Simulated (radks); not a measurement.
Values are calculated unless marked as measured or tabulated.
Species: Dy IV. Configuration: [Xe] 4f9. Level of theory: Dirac Kohn-Sham, PBEsol, spin-unpolarised, spherical densities, finite nucleus; open shells fill j = l - 1/2 first; Fermi nuclear charge, rms radius 5.2218 fm (a radial shooting solver on a logarithmic mesh with Libxc functionals).

Spin-orbit splittings of the eigenvalues, e(l+1/2) - e(l-1/2), with zeta = 2 splitting/(2l+1) and mean radii in bohr:

[
 {"shell": "2p", "occ.": "6", "splitting (eV)": "799.7", "zeta (eV)": "533.1", "<r> j=l-1/2": "0.07439", "<r> j=l+1/2": "0.08145"},
 {"shell": "3p", "occ.": "6", "splitting (eV)": "166.0", "zeta (eV)": "110.7", "<r> j=l-1/2": "0.2239", "<r> j=l+1/2": "0.2372"},
 {"shell": "3d", "occ.": "10", "splitting (eV)": "36.26", "zeta (eV)": "14.50", "<r> j=l-1/2": "0.2097", "<r> j=l+1/2": "0.2138"},
 {"shell": "4p", "occ.": "6", "splitting (eV)": "37.28", "zeta (eV)": "24.85", "<r> j=l-1/2": "0.5399", "<r> j=l+1/2": "0.5704"},
 {"shell": "4d", "occ.": "10", "splitting (eV)": "6.770", "zeta (eV)": "2.708", "<r> j=l-1/2": "0.6019", "<r> j=l+1/2": "0.6127"},
 {"shell": "4f", "occ.": "9", "splitting (eV)": "0.9451", "zeta (eV)": "0.2700", "<r> j=l-1/2": "0.8009", "<r> j=l+1/2": "0.8127"},
 {"shell": "5p", "occ.": "6", "splitting (eV)": "5.185", "zeta (eV)": "3.456", "<r> j=l-1/2": "1.416", "<r> j=l+1/2": "1.506"}
]
